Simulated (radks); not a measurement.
The numbers below are computed, except where a source is named.
Coulomb parameter of the 4d shell of the molybdenum ion Mo3+ in the model configuration [Kr] 4d1.5 5s1.5, as a second difference U = [E(n + 0.25) + E(n - 0.25) - 2 E(n)] / (0.25)^2 with all orbitals relaxed. "Bare": the charge of the atom changes with n. "Screened": the 5s shell takes up the change at fixed total charge, which measures U(4d,4d) + U(5s,5s) - 2 U(4d,5s). Level of theory: scalar-relativistic Kohn-Sham, PBE, spin-unpolarised, spherical densities, finite nucleus; Fermi nuclear charge, rms radius 4.4091 fm (a radial shooting solver on a logarithmic mesh with Libxc functionals).

[
 {"case": "start", "configuration": "[Kr] 4d1.5 5s1.5", "E - E(n) (eV)": "0.000"},
 {"case": "bare +0.25", "configuration": "[Kr] 4d1.75 5s1.5", "E - E(n) (eV)": "-9.085"},
 {"case": "bare -0.25", "configuration": "[Kr] 4d1.25 5s1.5", "E - E(n) (eV)": "9.916"},
 {"case": "screened +0.25", "configuration": "[Kr] 4d1.75 5s1.25", "E - E(n) (eV)": "-2.109"},
 {"case": "screened -0.25", "configuration": "[Kr] 4d1.25 5s1.75", "E - E(n) (eV)": "2.213"}
]

U(bare) = 13.306 eV, U(screened by 5s) = 1.673 eV, against the Slater integral F0(4d,4d) = 16.026 eV with frozen orbitals.
